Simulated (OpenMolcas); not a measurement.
A calculation on Ni VII.

```
Program             : OpenMolcas 26.06
Method              : MS-CASPT2, IPEA 0.25 Eh, imaginary shift 0.1 Eh (closed shells correlated: 3s 3p)
Basis               : ANO-RCC-VTZP [6s5p3d2f1g]
Scalar Hamiltonian  : DKH2, point nucleus
Active space        : 4 electrons in 10 orbitals (3d 4d)
State averaging     : 2S+1 = 5 even, 5 roots; 2S+1 = 3 even, 45 roots; 2S+1 = 1 even, 44 roots
Spin-orbit coupling : RASSI with atomic mean-field integrals over the reference wave functions, term energies averaged over their components
```

Task: Which level of the active space comes out lowest?

Result: 3d⁴ ⁵D₀, with 99 % of that term; it is also the measured ground level.

Task: How high does 3d⁴ ³F₃(1) lie?

Result: 35110 cm⁻¹ above the lowest level; measured 34317 cm⁻¹ above the ground level, so the calculation is off by +2 %.

Task: How high does 3d⁴ ³P₂(1) lie?

Result: 35260 cm⁻¹ above the lowest level; measured 34555 cm⁻¹ above the ground level, so the calculation is off by +2 %.

Task: How high does 3d⁴ ⁵D₁ lie?

Result: 295 cm⁻¹ above the lowest level; measured 279 cm⁻¹ above the ground level, so the calculation is off by +6 %.

Measured values: Corliss and Sugar, J. Phys. Chem. Ref. Data 10, 197 (1981).

CASPT2 does not keep the components of a term degenerate, so their means are used; among the terms shown or strongly mixed into the levels shown the widest spread is 150 cm-1 (3d⁴ ³F(1)). Active for correlation alone: 4d; no level in the range computed is led by a configuration that fills it, so any true level of that kind is missing. Measured partners are found by configuration, term and J. A level has none where our copy of the source lacks it or the pairing is in doubt (some pairs that miss far off the trend of their configuration count as doubtful), and it then counts in no deviation. Levels of configurations outside the active space are missing.

A number in round brackets counts repeated terms of one configuration in the order of the reference energies.
